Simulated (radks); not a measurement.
Initial-state core-level shifts of the bromine ion Br+ when its valence configuration changes from [Ar] 3d10 4s2 4p4. Calculated with a radial shooting solver on a logarithmic mesh with Libxc functionals: Dirac Kohn-Sham, PBE, spin-unpolarised, spherical densities, finite nucleus; open shells fill j = l - 1/2 first; Fermi nuclear charge, rms radius 4.1629 fm. Shifts are changes of the shell-averaged eigenvalues in eV (positive: less bound); the change of the density at the nucleus, which sets a Mossbauer isomer shift, is in e/bohr^3, on a base of 4.437e+04.

valence                2s       2p       3s       3p  density at nucleus
3d10 4s1 4p5       -1.644   -1.636   -1.658   -1.649             -36.525
3d10 4p6           -3.232   -3.215   -3.264   -3.246             -74.435
3d9 4s1 4p6       -18.893  -18.759  -14.816  -14.581             -21.996
3d9.5 4s2 4p4.5    -8.551   -8.490   -6.600   -6.484              +9.200
3d9.5 4s1 4p5.5   -10.145  -10.073   -8.202   -8.077             -29.417
3d10 4s1.5 4p4.5   -0.829   -0.825   -0.836   -0.832             -18.083
3d9 4s2 4p5       -17.348  -17.224  -13.267  -13.041             +18.717
3d9.5 4s1.5 4p5    -9.355   -9.288   -7.407   -7.287              -9.937
3d9.5 4s0.5 4p6   -10.922  -10.846   -8.984   -8.855             -49.231
